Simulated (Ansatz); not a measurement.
Ideal-gas functions of H$_{2}$I$_{2}$Sn, SMILES `[I][SnH2][I]` at 800 K and 1 bar, from an Ansatz frequency run at PBE0-D4/def2-TZVP.

Molar mass 374.54 g/mol, point group C2v (symmetry number 2), electronic degeneracy 1, moments of inertia 207.896, 1201.516, 1401.114 u Å². Harmonic wavenumbers (cm⁻¹, unscaled): 57, 198, 218, 372, 497, 605, 677, 1959, 1973.

Use S(trans) = R[1.5 ln M + 2.5 ln T − 1.1517]; rotational temperatures θ = 24.2544 K / I; S(rot) = R[ln(√π/σ · √(T³/θAθBθC)) + 1.5]; for each mode x = 1.438777 ν̃/T, S = R[x/(eˣ − 1) − ln(1 − e⁻ˣ)] and H = RT x/(eˣ − 1); 1 cm⁻¹ = 0.0119627 kJ/mol; R = 8.31446 J/(mol·K).

Task: By hand: the entropy, in J/(mol·K).

Result: Translation 203.3. Rotation: θ = 0.1167, 0.0202, 0.0173 K, giving 136.9. Vibration, mode by mode: 27.26, 16.94, 16.15, 11.81, 9.52, 8.01, 7.17, 1.14, 1.12, in all 99.1. Electronic 0.0. Sum 439.3 J/(mol·K).

Task: By hand: H − E and G − E in kJ/mol, counted from the electronic energy.

Result: Zero-point energy ½ × 6556 × 0.0119627 = 39.2; thermal vibration 34.6; translation, rotation and pV give 4 RT = 26.6. H − E = 100.4 kJ/mol, and G − E = 100.4 − 800 × 439.3/1000 = -251.0 kJ/mol.

Vibration gives 23 % of the entropy, 27.3 J/(mol·K) of it from the mode under 150 cm⁻¹: soft modes count most, and the harmonic formula is weakest for them.
